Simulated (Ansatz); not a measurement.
IIn, triplet, geometry from GFN2-xTB (such geometries of metal compounds can be far from the true shape) (the spin is typed, not shown lowest) (all electrons, no relativity). Base run: Ansatz (a program for electronic structure) with HF/3-21G.

Here is a job for Ansatz.
Ansatz 0.2 input:
```yaml
crystal:
  periodic: [false, false, false]
  atoms:
    - {symbol: In, position_ang: [-0.00000000, -0.00000000, -1.50442166]}
    - {symbol: I, position_ang: [0.00000000, 0.00000000, 1.39088041]}
basis:
  gaussian:
    orbitals: 3-21G.json
hamiltonian:
  xc: hf
magnetization: {spin_polarized: true, initial_magnetization: 2}
```
The basis file holds 3-21G in the JSON format of the Basis Set Exchange.

The bond that is stretched is that between atoms 2 and 1. A test that says stable can miss a lower solution.

Variants of this job, named by their change:

| change | ΔE vs base (kcal/mol) | <S^2> | stability test says |
|---|---|---|---|
| base | 0.000 | 2.013 | minimum |
| spin_polarized = on; lower_state_search = off | 0.000 | 2.013 | undecided (no full test) |
| spin_polarized = on; lower_state_search = standard | 0.000 | 2.013 | minimum |
| bond × 1.25 | 8.79 | 2.037 | minimum |
| spin_polarized = on; lower_state_search = off; bond × 1.25 | 8.79 | 2.037 | undecided (no full test) |
| spin_polarized = on; lower_state_search = standard; bond × 1.25 | 8.79 | 2.037 | minimum |
| bond × 1.5 | 7.28 | 2.001 | minimum |
| spin_polarized = on; lower_state_search = off; bond × 1.5 | 8.61 | 2.003 | undecided (no full test) |
| spin_polarized = on; lower_state_search = standard; bond × 1.5 | 7.28 | 2.001 | minimum |
| bond × 1.8 | 7.77 | 2.001 | minimum |
| spin_polarized = on; lower_state_search = off; bond × 1.8 | 7.97 | 2.001 | undecided (no full test) |
| spin_polarized = on; lower_state_search = standard; bond × 1.8 | 7.77 | 2.001 | minimum |
| bond × 2.2 | 8.23 | 2.001 | minimum |
| spin_polarized = on; lower_state_search = off; bond × 2.2 | 8.39 | 2.001 | undecided (no full test) |
| spin_polarized = on; lower_state_search = standard; bond × 2.2 | 8.23 | 2.001 | minimum |
| bond × 3.0 | 8.44 | 2.001 | minimum |
| spin_polarized = on; lower_state_search = off; bond × 3.0 | 8.49 | 2.001 | undecided (no full test) |
| spin_polarized = on; lower_state_search = standard; bond × 3.0 | 8.44 | 2.001 | minimum |

On stretching, the SCF can end on different states; <S^2> shows the spin contamination of each.
